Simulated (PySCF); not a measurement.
C2H7BrSi. Atoms are numbered in the order given.

```xyz
11

Si    -0.1125     1.0821    -0.4814
Br     1.1398    -0.5593     0.4227
C     -1.7817     0.3834    -0.9927
C     -2.6029    -0.2233     0.1513
H     -0.2589     2.1420     0.5541
H      0.6322     1.6214    -1.6516
H     -2.3325     1.2126    -1.4752
H     -1.6017    -0.3642    -1.7848
H     -3.5681    -0.6124    -0.2098
H     -2.8176     0.5224     0.9340
H     -2.0632    -1.0561     0.6286
```
Charge 0, spin multiplicity 1.

The structure is a stationary point at B3LYP-D3(BJ)/def2-SVP. Other conformers were not sampled.

These are B3LYP-D3(BJ)/def2-SVP (PySCF) values and carry that method's errors.

Frequencies are harmonic and unscaled.

```
mode  ν (cm⁻¹)  IR (km/mol)  Raman (Å⁴/amu)  depolarisation  moving atoms (share of kinetic energy)
----  --------  -----------  --------------  --------------  --------------------------------------
1           81          0.2             0.7            0.74        C 39 %, H 35 %, Br 13 %, Si 13 %
2          139          0.8             1.5            0.70         H 47 %, C 30 %, Br 14 %, Si 9 %
3          225          0.1             0.2            0.20                          H 76 %, C 20 %
4          283          1.2             1.2            0.71                 H 44 %, C 37 %, Si 15 %
5          406         36.4             8.4            0.16                 Si 63 %, Br 26 %, H 9 %
6          548         20.2             4.4            0.46                         H 70 %, Si 22 %
7          641          5.0            12.4            0.43                 H 44 %, C 38 %, Si 18 %
8          663          6.1            12.3            0.69                                  H 90 %
9          739         25.4             7.5            0.51                  H 74 %, C 18 %, Si 8 %
10         847        234.9             8.4            0.54                          H 88 %, Si 9 %
11         953        105.3            16.2            0.73                                  H 95 %
12         976         28.6             4.4            0.70                          H 75 %, C 23 %
13         990         36.7             4.1            0.66                          H 79 %, C 19 %
14        1051         11.9             5.4            0.62                          C 62 %, H 38 %
15        1247          4.5             3.2            0.73                          H 78 %, C 22 %
16        1261          0.4             2.7            0.18                          H 63 %, C 36 %
17        1399          1.3             3.4            0.75                          H 82 %, C 18 %
18        1426          4.8            12.5            0.75                           H 91 %, C 9 %
19        1476          4.5            15.2            0.73                                  H 97 %
20        1480          6.7            15.2            0.75                                  H 97 %
21        2230         95.7           180.7            0.07                                  H 98 %
22        2238        118.0           107.4            0.57                                  H 96 %
23        3018         11.9           123.5            0.16                                  H 94 %
24        3029         25.6           143.0            0.02                                  H 97 %
25        3072          3.3           104.2            0.74                           H 91 %, C 9 %
26        3106         22.0            88.8            0.64                           H 91 %, C 9 %
27        3116         16.2            38.2            0.71                           H 91 %, C 9 %
```
